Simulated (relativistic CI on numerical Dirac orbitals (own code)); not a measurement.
Ni⁺ (3d9) in a crystal field

Calculated by Dirac-Coulomb-Breit CI, orbitals from a KLI potential per configuration, a model potential for QED, valence Slater integrals scaled by 0.85, one configuration in a parametric crystal field (own radial code).

Field parameters in Wybourne normalisation: D4h B²₀ = −7Ds, B⁴₀ = 21(Dq − Dt), B⁴₄ = 21√(5/14) Dq. The field is a parameter set, without covalency.

S is read from ⟨S²⟩ = S(S + 1).

Levels (cm⁻¹, degeneracy): 0 (2), 4200 (2), 11219 (2), 11858 (2), 15030 (2).

Which field gives this pattern?
A. D4h, 10Dq = 10700, Ds = 2180, Dt = 30 cm⁻¹
B. D4h, 10Dq = 10700, Ds = -1090, Dt = 30 cm⁻¹
C. D4h, 10Dq = 10700, Ds = 3000, Dt = 30 cm⁻¹
D. D4h, 10Dq = 10700, Ds = 550, Dt = 30 cm⁻¹

B. D4h, 10Dq = 10700, Ds = -1090, Dt = 30 cm⁻¹, ground level with S = 0.50.
